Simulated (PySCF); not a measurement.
UHF on Al (aluminium, neutral)

Configuration: [Ne] 3s1 3p1 4s1, high-spin 4P determinant (an excited configuration). All numbers are calculated (PySCF 2.14, no relativity, point nucleus, in aug-cc-pV(T+d)Z with one added diffuse shell each of s, p, d, f type (7s6p5d3f, 71 functions)).

- Total energy: -241.645647 hartree
- One-electron energy: -334.0539 hartree
- Hartree (Coulomb) energy: 110.4352 hartree
- Exchange energy: -18.0270 hartree
- Kinetic energy: 241.65396 hartree
- ⟨S²⟩: 3.7501
- ⟨L²⟩: 2.069
- Sum of ⟨r⟩: 17.92 bohr
- Sum of ⟨r²⟩: 84.72 bohr²
- Traceless quadrupole moment −½Σ⟨3z² − r²⟩ along its main axis: -0.234 e·bohr²
- Density at the nucleus (Gaussians lack the cusp): 1380 bohr⁻³
- Spin density at the nucleus: 3.26 bohr⁻³
- Langevin diamagnetic susceptibility: -67.1 ×10⁻⁶ cm³/mol

```json
{"shell": "1s α", "electrons": "1", "mean orbital energy (hartree)": "-58.71265", "spread (hartree)": "0", "rms radius, mean of both spins (bohr)": "0.139"}
{"shell": "1s β", "electrons": "1", "mean orbital energy (hartree)": "-58.69648", "spread (hartree)": "0", "rms radius, mean of both spins (bohr)": "0.139"}
{"shell": "2s α", "electrons": "1", "mean orbital energy (hartree)": "-5.12294", "spread (hartree)": "0", "rms radius, mean of both spins (bohr)": "0.678"}
{"shell": "2s β", "electrons": "1", "mean orbital energy (hartree)": "-5.09133", "spread (hartree)": "0", "rms radius, mean of both spins (bohr)": "0.678"}
{"shell": "2p α", "electrons": "3", "mean orbital energy (hartree)": "-3.42994", "spread (hartree)": "0.01053", "rms radius, mean of both spins (bohr)": "0.673"}
{"shell": "2p β", "electrons": "3", "mean orbital energy (hartree)": "-3.40947", "spread (hartree)": "0.01460", "rms radius, mean of both spins (bohr)": "0.673"}
{"shell": "3s α", "electrons": "1", "mean orbital energy (hartree)": "-0.61732", "spread (hartree)": "0", "rms radius, mean of both spins (bohr)": "2.54"}
{"shell": "3p α", "electrons": "1", "mean orbital energy (hartree)": "-0.37567", "spread (hartree)": "0", "rms radius, mean of both spins (bohr)": "3.11"}
{"shell": "4s α", "electrons": "1", "mean orbital energy (hartree)": "-0.10279", "spread (hartree)": "0", "rms radius, mean of both spins (bohr)": "8.05"}
```

The outer electron is Rydberg-like, and this basis confines it to a smaller radius and binds it less than a complete one would.

Spin-orbit constants ζ (cm⁻¹) from the X2C one-electron operator on these orbitals (non-relativistic here): bare nucleus, nucleus screened by l(l+1)(2l+1)/3 electrons, and screened by the Breit-Pauli mean field of the electrons.

```csv
shell,bare,screened nucleus,mean field
2p,2651,2244,2058
3p,125.8,106.5,95.73
```

To first order the Landé constant is A = 31.91 cm⁻¹, so the lowest level has J = 1/2 and lies 0.00989 eV below the centre of the term. This holds in LS coupling only.
